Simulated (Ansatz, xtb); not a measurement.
**F2Ga2H4S2: which of two structures lies lower**

Structure X is a singlet given by its coordinates and structure Y is `[F][Ga@H-]1[SH+][Ga@@H-]([F])[SH+]1`, a singlet. Both are isolated molecules in the gas phase, relaxed with PBE0-D4/def2-SVP.

X (Å):

```xyz
10

F    -0.3323    1.2033   -1.7646
F    -0.0554    1.9961    0.9347
Ga   -0.8938    0.6727   -0.1765
Ga    1.8116    1.3942    1.0660
S     0.8543   -0.7821    0.4677
S     2.8209    2.1831   -0.7167
H    -2.3674    0.4048    0.1981
H     0.3398   -1.0492    1.6913
H     2.2334    1.4190    2.5580
H     1.7343    1.9403   -1.4933
```

Close contacts (Å): F1–Ga3 1.77, F2–Ga3 1.92, F2–Ga4 1.97, Ga3–S5 2.36, Ga4–S5 2.45, Ga4–S6 2.20, Ga3–H7 1.54, Ga4–H9 1.55, S5–H8 1.35, S6–H10 1.36.

Y (Å):

```yaml
atoms:
  - { symbol: F, position_ang: [-2.0241, 0.2244, -1.5449] }
  - { symbol: F, position_ang: [-0.0177, -1.7426, 1.8849] }
  - { symbol: Ga, position_ang: [-0.4267, 0.9302, -1.3002] }
  - { symbol: Ga, position_ang: [1.0375, -0.5052, 1.2028] }
  - { symbol: S, position_ang: [0.9650, -1.0153, -1.1387] }
  - { symbol: S, position_ang: [-0.4310, 1.3841, 1.0540] }
  - { symbol: H, position_ang: [0.1603, 2.0692, -2.1728] }
  - { symbol: H, position_ang: [-0.1105, -1.8222, -0.9723] }
  - { symbol: H, position_ang: [2.4524, -0.1778, 1.7452] }
  - { symbol: H, position_ang: [-1.5221, 0.6039, 1.2448] }
```

Which of the two would you expect CCSD(T)/def2-SVP + ΔMP2/def2-TZVPP electronic energies to favour?

Structure X; the calculation gives E(Y) − E(X) = +0.117 eV.

How the difference moves with the method:

```
                             level          geometry  E(Y) − E(X) (eV)  departure from the last row (eV)  job, with rough time for the two
                  PBE0-D4/def2-SVP  PBE0-D4/def2-SVP              +0.138                            +0.021             optimisation, 1.9 min
                       HF/def2-SVP  PBE0-D4/def2-SVP              +0.272                            +0.156           part of the CCSD(T) run
                      MP2/def2-SVP  PBE0-D4/def2-SVP              +0.186                            +0.069           part of the CCSD(T) run
                  CCSD(T)/def2-SVP  PBE0-D4/def2-SVP              +0.205                            +0.088                      single point
CCSD(T)/def2-SVP + ΔMP2/def2-TZVPP  PBE0-D4/def2-SVP              +0.117                                               single point, 2.1 min
```

The levels shown agree on the order. The largest departure from CCSD(T)/def2-SVP + ΔMP2/def2-TZVPP is that of HF/def2-SVP, 0.156 eV. Levels run at GFN2-xTB geometries aren't shown. The last row adds to CCSD(T) the change of the MP2 difference between the two basis sets, here −0.088 eV.

With thermal terms from frequencies at re-optimised GFN2-xTB minima (ideal gas, soft modes damped towards free rotors, one conformer each, 298.15 K, 1 atm): on the last row, ΔE + ΔZPE = +0.138, ΔH = +0.123, ΔG = +0.183 eV.

The correlated steps freeze 30 core orbitals; the filled d shell of Ga is correlated, in a basis made for valence electrons. Mirror images aren't counted in ΔG. Programs: Ansatz 0.2.0, xtb 6.7.1; the last row on 2 threads of Arm Neoverse V2 on a shared host.
